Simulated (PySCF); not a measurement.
## Electron correlation in I (iodine, neutral)

[Kr] 4d10 5s2 5p5, 2P determinant. All numbers are calculated (PySCF 2.14, scalar relativity by spin-free X2C-1e, in aug-cc-pVTZ-DK3 (8s7p5d2f, 68 functions)). Frozen: [Kr] 4d10; 7 electrons correlated.

```json
{"level": "CCSD", "correlation energy (mhartree)": "-133.77"}
{"level": "(T)", "correlation energy (mhartree)": "-4.46"}
{"level": "CCSD(T)", "correlation energy (mhartree)": "-138.23"}
```

Diagnostics: T1 = 0.0071, D1 = 0.0219, largest double amplitude 0.036.

**Question.** Is a single reference adequate?

**Answer.** Yes, within this model without spin-orbit coupling: T1 lies below 0.03 and no double amplitude reaches 0.07.
